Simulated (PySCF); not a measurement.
Level of theory: PySCF, PBE0, basis V def2-SVPD, S def2-SVPD (no relativity, density fitting). Open shells, if any, are unrestricted.

What shape and geometry does isolated singlet VS₃⁻ take (every ligand bound to V)?

Formally V is in oxidation state +5, d0. A d0 centre has no lone pair, yet it is C3v rather than trigonal planar: covalent bonding through the d orbitals favours lower symmetry. The polar-tensor charge on V, 1.36, is far below the formal one. The lowest minimum found is a singlet of C3v symmetry with V–S 2.065 Å (×3); S–V–S 117.4° (×3). Its harmonic wavenumbers are 81 (a1), 169 (e), 478 (a1), 592 (e) cm⁻¹ and its dipole moment is 1.78 D about the centre of mass.

This need not be the most stable arrangement of these atoms. The lowest empty level of this anion is unbound, so it and the gap depend on the basis.
